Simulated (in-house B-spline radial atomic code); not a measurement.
## PBE hybrid excitations of the carbon ion C⁴⁺

Method: PBE hybrid with 0.2 exact exchange. Computed with an all-electron radial atomic-structure program (B-spline basis): linear response of the closed shell 1s2 with the functional's adiabatic kernel; non-relativistic, point nucleus, no spin-orbit coupling, no double excitations, S, P, D and F terms only.

Command:
```bash
python run_td.py task.json out
```
Settings (radii: box in bohr, nucleus in fm):
```
Z                        6
electrons                2
configuration            1s2
hamiltonian              nr
method                   pbeh
box_radius               19.1
exact_exchange_fraction  0.2
intervals                47
```

Cost of the run: 1 thread of AMD EPYC 9R45 96-Core Processor (Zen 5), with other jobs on the host.

The lowest states, in the order of their Tamm-Dancoff energies; the method's threshold (minus the highest occupied level) is 364.69 eV. Labels give the largest channel, * marks a mixed state, and oscillator strengths are full-response dipole values. Semilocal kernels can invert the small singlet-triplet splittings of Rydberg terms. Energies in eV:

```tsv
state	full response	Tamm-Dancoff	oscillator strength
1s → 2s 3S	288.81	288.84	-
1s → 2s 1S	293.96	294.04	-
1s → 2p 3P	?	?	-
1s → 2p 1P	298.12	298.14	0.572
1s → 3s 3S	334.06	334.07	-
1s → 3s 1S	335.27	335.29	-
1s → 3p 3P	335.82	335.82	-
1s → 3p 1P	336.62	336.63	0.116
1s → 3d 3D	337.31	337.31	-
1s → 3d 1D	337.33	337.33	-
1s → 4s 3S	348.10	348.10	-
1s → 4s 1S	348.57	348.58	-
1s → 4p 3P	?	?	-
1s → 4p 1P	349.13	349.14	0.0441
1s → 4d 3D	349.36	349.36	-
1s → 4d 1D	349.38	349.38	-
```

**Question.** Where does 1s → 4p 3P lie?

**Answer.** At 348.81 eV in full response, 348.81 eV in Tamm-Dancoff.

**Question.** Where does 1s → 2p 3P lie?

**Answer.** At 294.82 eV in full response, 294.84 eV in Tamm-Dancoff.

**Question.** How large is the singlet-triplet splitting of 1s → 2s (S terms) in Tamm-Dancoff?

**Answer.** 5.21 eV, from the unrounded values.

**Question.** What polarisabilities and dispersion coefficient does the method give?

**Answer.** Dipole 0.009205 bohr³, quadrupole 0.001105 bohr⁵, C6 0.000833 hartree·bohr⁶ for two such species.
